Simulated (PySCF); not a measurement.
F2H2HfO2, SMILES [OH][Hf]([OH])([F])[F], multiplicity 1.

Coordinates come from a PBE-D3(BJ)/def2-SVP optimisation. The multiplicity is an assumed one; no other spin state was optimised. The structure was generated by enumeration; whether it is a known compound was not checked. The def2 effective core potentials stand for the cores of Hf; spin–orbit coupling is left out. Other conformers were not sampled.

Method: PBE-D3(BJ)/def2-SVP (PySCF).

Frequencies are harmonic and unscaled.

```
mode  ν (cm⁻¹)  IR (km/mol)  moving atoms (share of kinetic energy)
----  --------  -----------  --------------------------------------
1          149          7.3         O 38 %, H 27 %, F 21 %, Hf 13 %
2          150          1.7                         F 76 %, Hf 12 %
3          163          8.8                 F 59 %, O 21 %, Hf 15 %
4          163          0.0                          O 52 %, F 48 %
5          166          1.4                  O 68 %, H 15 %, F 14 %
6          186        171.4                          H 86 %, O 14 %
7          237          0.0                                  H 94 %
8          261        327.1                          H 69 %, O 28 %
9          308        192.7                          H 78 %, O 20 %
10         636        112.6                         F 86 %, Hf 14 %
11         638         87.0                          F 91 %, Hf 9 %
12         695        154.8                         O 81 %, Hf 13 %
13         712         54.5                                  O 87 %
14        3894        313.4                                  H 94 %
15        3897        186.4                                  H 94 %
```
